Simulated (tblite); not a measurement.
Compound: CH8O2Si4.
Geometry (GFN2-xTB, Å), atoms numbered from 1 in this order:
```
atom  x, y, z in Å
O1    -1.6158   -0.1040    0.9715
C2    -2.3255   -0.0013   -0.0007
O3    -1.9031    0.1262   -1.2070
Si4   -0.2011    0.1588   -1.5000
Si5    0.7129   -1.6575   -0.2878
Si6    1.4861   -0.1414    1.3539
Si7    0.7105    1.6831    0.0644
H8    -3.4273   -0.0101    0.0705
H9    -0.4248    0.3107   -2.9437
H10    1.7541   -2.3795   -1.0422
H11   -0.2170   -2.7311    0.0893
H12    0.9681   -0.2853    2.7168
H13    2.9483   -0.1617    1.5583
H14   -0.2207    2.6533    0.6573
H15    1.7508    2.5479   -0.5225
```

Computed values, GFN2-xTB/tblite, gas phase, harmonic and unscaled. The method is semi-empirical: single wavenumbers can be off by several per cent or more. Modes of hydrogen on silicon can be 10 to 20 % off. One conformer, not necessarily the lowest.

Harmonic wavenumbers (cm⁻¹): 51.6, 72.9, 108.6, 126.8, 174.3, 252.3, 299.4, 315.8, 322.6, 350.7, 354.7, 368.6, 393.2, 394.6, 415.5, 427.3, 466.1, 469.6, 548.1, 554.9, 610.0, 610.6, 692.4, 777.6, 822.6, 828.6, 854.7, 937.9, 1253.1, 1360.6, 1712.9, 2118.0, 2132.2, 2139.5, 2166.2, 2178.5, 2184.2, 2222.2, 2813.9.

A = 1583, B = 1104, C = 993.6 MHz; mass 163.960 u (most abundant isotopes); point group Cs, symmetry number 1.

Question: What is the zero-point energy?

Answer: Half the sum of the wavenumbers: 17442 cm⁻¹ = 208.65 kJ/mol.

Question: What is S at 273.15 K and 1 bar for an ideal gas of classical rigid rotors and harmonic oscillators?

Answer: Translation 170.64, rotation 122.78, vibration 133.39: S = 426.8 J/(mol K).

Question: And Cp and H(273.15 K) − H(0)?

Answer: Cp = 182.78 J/(mol K), of which vibrations give 149.52 (their classical limit is 39 R = 324.3); H(273.15 K) − H(0) = 29.52 kJ/mol without the zero-point energy, 20.44 from vibrations.

Question: How do the functions run with temperature in this model?

Answer: 
```json
{"T (K)": "50", "S (J/(mol K))": "249.2", "Cp (J/(mol K))": "55.1", "H − H(0) (kJ/mol)": "2.08", "G − H(0) (kJ/mol)": "-10.38", "ln q(vib)": "0.47"}
{"T (K)": "100", "S (J/(mol K))": "296.0", "Cp (J/(mol K))": "84.6", "H − H(0) (kJ/mol)": "5.54", "G − H(0) (kJ/mol)": "-24.06", "ln q(vib)": "1.67"}
{"T (K)": "298.15", "S (J/(mol K))": "443.2", "Cp (J/(mol K))": "192.1", "H − H(0) (kJ/mol)": "34.21", "G − H(0) (kJ/mol)": "-97.94", "ln q(vib)": "7.87"}
{"T (K)": "373.15", "S (J/(mol K))": "488.9", "Cp (J/(mol K))": "214.9", "H − H(0) (kJ/mol)": "49.52", "G − H(0) (kJ/mol)": "-132.92", "ln q(vib)": "10.31"}
{"T (K)": "500", "S (J/(mol K))": "556.0", "Cp (J/(mol K))": "243.0", "H − H(0) (kJ/mol)": "78.66", "G − H(0) (kJ/mol)": "-199.31", "ln q(vib)": "14.24"}
{"T (K)": "750", "S (J/(mol K))": "662.1", "Cp (J/(mol K))": "280.1", "H − H(0) (kJ/mol)": "144.41", "G − H(0) (kJ/mol)": "-352.15", "ln q(vib)": "21.14"}
{"T (K)": "1000", "S (J/(mol K))": "746.1", "Cp (J/(mol K))": "303.6", "H − H(0) (kJ/mol)": "217.59", "G − H(0) (kJ/mol)": "-528.54", "ln q(vib)": "27.09"}
```

q(vib) and H(0) count from the zero-point level.

Question: Blend soft modes into free rotors: weight 1/[1 + (100 cm⁻¹/ν̃)⁴] for the oscillator and the rest for a rotor with moment μB/(μ + B), μ = h/(8π²ν), B = 10⁻⁴⁴ kg m². What vibrational entropy results?

Answer: 125.27 J/(mol K) in place of 133.39, which changes −T·S at 273.15 K by +2.22 kJ/mol.

Question: Which modes carry the vibrational entropy at 273.15 K?

Answer: 51.6 cm⁻¹: 19.17; 72.9 cm⁻¹: 16.32; 108.6 cm⁻¹: 13.07; 126.8 cm⁻¹: 11.82; 174.3 cm⁻¹: 9.31; 252.3 cm⁻¹: 6.54 J/(mol K); the other 33 give 57.16 together.

Hindered rotation and anharmonicity are outside this model. Other conformers, if any are populated, would add a mixing term that is left out.
